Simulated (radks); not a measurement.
Results of a calculation; reference values are marked as such.
Task: The table gives one normalised radial function P(r) = r R(r) of Ho+ in [Xe] 4f8 5d1 6p3 (r in bohr). Code: a radial shooting solver on a logarithmic mesh with Libxc functionals. Model: scalar-relativistic Kohn-Sham, LDA (Slater exchange, Perdew-Wang correlation), spin-unpolarised, spherical densities, point nucleus.

r	P
0.0007491	0.0000
0.001191	0.0000
0.00188	0.0000
0.00299	0.0000
0.004717	0.0000
0.007502	0.0000
0.01184	0.0001
0.01882	0.0005
0.0297	0.0023
0.04724	0.0111
0.07453	0.0461
0.1185	0.1631
0.187	0.4433
0.2974	0.8883
0.4693	1.1865
0.7463	1.0241
1.178	0.5722
1.873	0.1892
2.955	0.0320
4.699	0.0018
7.414	0.0000
11.79	0.0000

Which n and l does it have? It may be an empty orbital.

Result: n = 4, l = 3: the number of nodes gives n - l - 1 = 0, the rise at small r (about r^(l+1), flatter next to the nucleus through relativity) gives l, and the extent must fit the shell. The curve is that of 4f. 4f: eigenvalue -40.192 eV, 0 radial nodes, <r> = 0.718 bohr, 90 % of the charge inside 1.19 bohr.
